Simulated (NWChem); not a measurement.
**Atomisation of H2BO2**

```
B
O 1 1.3532
H 2 0.9849 1 114.47
O 1 1.3532 2 129.89 3 0.00
H 4 0.9849 1 114.47 2 0.00
```
Charge 0, spin multiplicity 2.

The numbers come from NWChem runs, not from measurements. The geometry was optimised at UPBE/def2-SVP, a minimum by its harmonic frequencies. It is one conformer; others weren't searched.

Basis set: def2-TZVP. The atomisation energy is electronic alone: no zero-point, thermal, spin-orbit or counterpoise terms. No value is extrapolated to the basis-set limit. Free atoms are single determinants with multiplicities O 3, B 2, H 2.

B3LYP has NWChem's definition, with VWN1-RPA local correlation. The structure started from a generated list of species. The unpaired electrons of the parent sit in orbitals of symmetry a1 (C2v labels of the run); other states weren't searched. The stability of the SCF solutions was not checked.

Problem. Order these methods by the atomisation energy they give, lowest first: PBE0, PBE, LDA (SVWN5), BHandHLYP, M06-2X, B3LYP.

Solution. BHandHLYP (443.7 kcal/mol), B3LYP (466.4 kcal/mol), PBE0 (467.2 kcal/mol), M06-2X (474.6 kcal/mol), PBE (484.2 kcal/mol), LDA (SVWN5) (553.0 kcal/mol)
